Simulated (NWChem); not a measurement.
System: SrClF; SMILES [F][Sr][Cl]

Output (shortened):

```
             Northwest Computational Chemistry Package (NWChem) 7.3.0
             --------------------------------------------------------

 CS  symmetry detected

                             Geometry "geometry" -> ""
                             -------------------------

 Output coordinates in angstroms (scale by  1.889725989 to convert to a.u.)

  No.       Tag          Charge          X              Y              Z
 ---- ---------------- ---------- -------------- -------------- --------------
    1 Sr                  38.0000     0.28681257     0.42104556     0.00000000
    2 F                    9.0000    -0.70604262     2.28282672     0.00000000
    3 Cl                  17.0000    -0.26732318    -2.14971599     0.00000000

 Effective nuclear repulsion energy (a.u.)     233.9399260979

      Symmetry information
      --------------------

 Group name             Cs
 Group number              2
 Group order               2
 No. of unique centers     3

                                 NWChem DFT Module
                                 -----------------

 Summary of "ao basis" -> "ao basis" (spherical)
 ------------------------------------------------------------------------------
       Tag                 Description            Shells   Functions and Types
 ---------------- ------------------------------  ------  ---------------------
 Sr                         def2-svp                 9       23   4s3p2d
 F                          def2-svp                 6       14   3s2p1d
 Cl                         def2-svp                 8       18   4s3p1d

      Symmetry analysis of basis
      --------------------------

        a'         39
        a"         16

            General Information
            -------------------
          SCF calculation type: DFT
          Wavefunction type:  closed shell.
          No. of atoms     :     3
          No. of electrons :    36
           Alpha electrons :    18
            Beta electrons :    18
          Charge           :     0
          Spin multiplicity:     1
          Use of symmetry is: on ; symmetry adaption is: on
          Maximum number of iterations: 150
          AO basis - number of functions:    55
                     number of shells:    23
          Convergence on energy requested:  1.00D-06
          Convergence on density requested:  1.00D-05
          Convergence on gradient requested:  5.00D-04

              XC Information
              --------------
                         B3LYP Method XC Potential
                     Hartree-Fock (Exact) Exchange  0.200
                        Slater Exchange Functional  0.800 local
                    Becke 1988 Exchange Functional  0.720 non-local
              Lee-Yang-Parr Correlation Functional  0.810
                  VWN I RPA Correlation Functional  0.190 local

             Grid Information
             ----------------
          Grid used for XC integration:  medium
          Radial quadrature: Mura-Knowles
          Angular quadrature: Lebedev.
          Tag              B.-S. Rad. Rad. Pts. Rad. Cut. Ang. Pts.
          ---              ---------- --------- --------- ---------
          Sr                  2.00      123          10.0       590
          F                   0.50       49          11.0       434
          Cl                  1.00       88          10.0       590
          Grid pruning is: on
          Number of quadrature shells:   260
          Spatial weights used:  Erf1

      Superposition of Atomic Density Guess
      -------------------------------------

 Sum of atomic energies:        -593.49667335

      Non-variational initial energy
      ------------------------------

 Total energy =    -588.804654
 1-e energy   =    -972.526503
 2-e energy   =     308.765115
 HOMO         =      -0.455169
 LUMO         =      -0.124115

      Symmetry analysis of molecular orbitals - initial
      -------------------------------------------------

  Numbering of irreducible representations:

     1 a'          2 a"

  Orbital symmetries:

     1 a'          2 a'          3 a'          4 a'          5 a'
     6 a"          7 a'          8 a'          9 a'         10 a'
    11 a"         12 a'         13 a'         14 a"         15 a'
    16 a'         17 a"         18 a'         19 a'         20 a"
    21 a'         22 a'         23 a"         24 a'         25 a"
    26 a'         27 a'         28 a'

     ---------------------------------------------
      Total Density - Mulliken Population Analysis
     ---------------------------------------------

    Atom       Charge   Shell Charges
 -----------   ------   -------------------------------------------------------
    1 Sr  10     8.42   0.74  1.23  0.15  0.00  5.87  0.18  0.03  0.16  0.05
    2 F    9     9.86   1.99  1.17  0.81  3.65  2.24  0.00
    3 Cl  17    17.72   2.00  1.99  1.24  0.73  5.95  2.26  3.55  0.00

   convergence    iter        energy       DeltaE   RMS-Dens  Diis-err
 ---------------- ----- ----------------- --------- --------- ---------
 d= 0,ls=0.0,diis     1   -590.5903719095 -6.66D+02  3.94D-02  9.05D-01
 d= 0,ls=0.0,diis     2   -589.9552271591  6.35D-01  2.51D-02  8.02D+00
 d= 0,ls=0.0,diis     3   -590.7043903800 -7.49D-01  5.72D-03  3.73D-02
 d= 0,ls=0.0,diis     4   -590.7078951463 -3.50D-03  2.03D-03  1.85D-02
 d= 0,ls=0.0,diis     5   -590.7102964933 -2.40D-03  2.13D-04  2.12D-04
  Resetting Diis
 d= 0,ls=0.0,diis     6   -590.7103215998 -2.51D-05  3.49D-05  3.25D-06
 d= 0,ls=0.0,diis     7   -590.7103221110 -5.11D-07  1.71D-05  3.75D-07
 d= 0,ls=0.0,diis     8   -590.7103220591  5.19D-08  9.82D-06  1.04D-06

         Total DFT energy =     -590.710322059082
      One electron energy =     -977.363646751327
           Coulomb energy =      354.933632195132
    Exchange-Corr. energy =      -43.237041659094
 Nuclear repulsion energy =       74.956734156206

 Numeric. integr. density =       35.999998662870

                  Occupations of the irreducible representations
                  ----------------------------------------------

                     irrep           alpha         beta
                     --------     --------     --------
                     a'               14.0         14.0
                     a"                4.0          4.0

                       DFT Final Molecular Orbital Analysis
                       ------------------------------------

 Vector   16  Occ=2.000000D+00  E=-2.754369D-01  Symmetry=a'
              MO Center= -2.9D-01, -1.7D+00,  5.7D-16, r^2= 2.7D+00
   Bfn.  Coefficient  Atom+Function         Bfn.  Coefficient  Atom+Function
  ----- ------------  ---------------      ----- ------------  ---------------
    49      0.570594  3 Cl py                46      0.435430  3 Cl py
    43      0.255560  3 Cl py                 6      0.231914  1 Sr py
     3      0.187180  1 Sr s                 27      0.159424  2 F  px
    30     -0.119963  2 F  px                14      0.109113  1 Sr d -2
     2     -0.107845  1 Sr s                  9     -0.104270  1 Sr py

 Vector   17  Occ=2.000000D+00  E=-2.648935D-01  Symmetry=a"
              MO Center= -2.5D-01, -2.0D+00, -8.0D-16, r^2= 1.6D+00
   Bfn.  Coefficient  Atom+Function         Bfn.  Coefficient  Atom+Function
  ----- ------------  ---------------      ----- ------------  ---------------
    50      0.620220  3 Cl pz                47      0.447544  3 Cl pz
    44      0.264020  3 Cl pz                15     -0.095953  1 Sr d -1
    13      0.078528  1 Sr pz                 7     -0.076036  1 Sr pz
    20     -0.065783  1 Sr d -1              29     -0.050369  2 F  pz
    32      0.043950  2 F  pz                10      0.040332  1 Sr pz

 Vector   18  Occ=2.000000D+00  E=-2.635158D-01  Symmetry=a'
              MO Center= -2.5D-01, -2.0D+00, -2.7D-16, r^2= 1.8D+00
   Bfn.  Coefficient  Atom+Function         Bfn.  Coefficient  Atom+Function
  ----- ------------  ---------------      ----- ------------  ---------------
    48      0.616809  3 Cl px                45      0.446095  3 Cl px
    42      0.262935  3 Cl px                19     -0.078309  1 Sr d -2
     6      0.077258  1 Sr py                28     -0.076012  2 F  py
     5     -0.073755  1 Sr px                14     -0.065598  1 Sr d -2
    11      0.065073  1 Sr px                31      0.057606  2 F  py

 Vector   19  Occ=0.000000D+00  E=-8.489456D-02  Symmetry=a'
              MO Center=  1.2D+00,  5.6D-01,  3.1D-15, r^2= 5.9D+00
   Bfn.  Coefficient  Atom+Function         Bfn.  Coefficient  Atom+Function
  ----- ------------  ---------------      ----- ------------  ---------------
     4      0.587286  1 Sr s                  3      0.477605  1 Sr s
     2     -0.386720  1 Sr s                 11      0.233153  1 Sr px
    18      0.223045  1 Sr d  2              16      0.152721  1 Sr d  0
     5     -0.139831  1 Sr px                 8      0.111070  1 Sr px
     1     -0.102955  1 Sr s                 49     -0.079446  3 Cl py

 Vector   20  Occ=0.000000D+00  E=-2.650453D-02  Symmetry=a"
              MO Center=  1.2D+00,  5.7D-01,  1.9D-13, r^2= 6.2D+00
   Bfn.  Coefficient  Atom+Function         Bfn.  Coefficient  Atom+Function
  ----- ------------  ---------------      ----- ------------  ---------------
    13      0.595752  1 Sr pz                17     -0.568854  1 Sr d  1
    22     -0.311281  1 Sr d  1               7     -0.201461  1 Sr pz
    10      0.101714  1 Sr pz                15      0.099745  1 Sr d -1
    20      0.047598  1 Sr d -1              50     -0.035884  3 Cl pz

 Vector   21  Occ=0.000000D+00  E=-2.418685D-02  Symmetry=a'
              MO Center=  8.7D-01,  5.3D-01,  3.1D-15, r^2= 6.0D+00
   Bfn.  Coefficient  Atom+Function         Bfn.  Coefficient  Atom+Function
  ----- ------------  ---------------      ----- ------------  ---------------
    16      0.597641  1 Sr d  0              11     -0.458631  1 Sr px
    21      0.310074  1 Sr d  0              18     -0.233936  1 Sr d  2
     5      0.152824  1 Sr px                23     -0.142596  1 Sr d  2
     3      0.118940  1 Sr s                 12     -0.113074  1 Sr py
    14     -0.112711  1 Sr d -2               2     -0.071852  1 Sr s

     ---------------------------------------------
      Total Density - Mulliken Population Analysis
     ---------------------------------------------

    Atom       Charge   Shell Charges
 -----------   ------   -------------------------------------------------------
    1 Sr  10     9.11   0.74  1.23  0.19 -0.03  5.85  0.29  0.11  0.54  0.18
    2 F    9     9.49   1.99  1.11  0.85  3.32  2.22  0.00
    3 Cl  17    17.39   2.00  1.98  1.25  0.72  5.93  2.14  3.37  0.00

     -------------------------------------------
      Total Density - Lowdin Population Analysis
     -------------------------------------------

    Atom       Charge   Shell Charges
 -----------   ------   -------------------------------------------------------
    1 Sr  10     9.45   0.80  1.04  0.25  0.06  5.38  0.80  0.22  0.59  0.31
    2 F    9     9.39   1.98  1.03  0.83  3.22  2.34  0.00
    3 Cl  17    17.15   2.00  1.96  1.04  0.79  5.82  2.27  3.27  0.00

     Multipole analysis of the density
     ---------------------------------

     L   x y z        total         alpha         beta         nuclear
     -   - - -        -----         -----         ----         -------
     0   0 0 0     -0.000000    -18.000000    -18.000000     36.000000

     1   1 0 0      1.937055      8.556488      8.556488    -15.175921
     1   0 1 0      0.834742     11.556621     11.556621    -22.278501
     1   0 0 1     -0.000000     -0.000000     -0.000000      0.000000

     2   2 0 0    -25.429851    -24.363610    -24.363610     23.297369
     2   1 1 0      3.783653      8.192922      8.192922    -12.602191
     2   1 0 1      0.000000      0.000000      0.000000      0.000000
     2   0 2 0    -45.101166   -249.734935   -249.734935    454.368703
     2   0 1 1     -0.000000     -0.000000     -0.000000      0.000000
     2   0 0 2    -24.440611    -12.220305    -12.220305      0.000000
```

Level: B3LYP/def2-SVP with def2 effective core potentials on Sr. The geometry was optimised at PBE0/def2-SVP. def2 effective core potentials on Sr; no spin-orbit coupling.

**Question.** Reconstruct the input file.

**Answer.** One answer among several that fit: the input that was run:
```
start job
memory heap 200 mb stack 900 mb global 1100 mb
geometry units angstroms noautoz
  Sr     0.059911     0.346834     0.000000
  F     -1.324562     1.939073     0.000000
  Cl     0.095390    -2.282733     0.000000
end
basis spherical
  * library def2-svp
end
ecp
  Sr library def2-ecp
end
dft
  xc b3lyp
  iterations 150
  mulliken
end
task dft energy
```
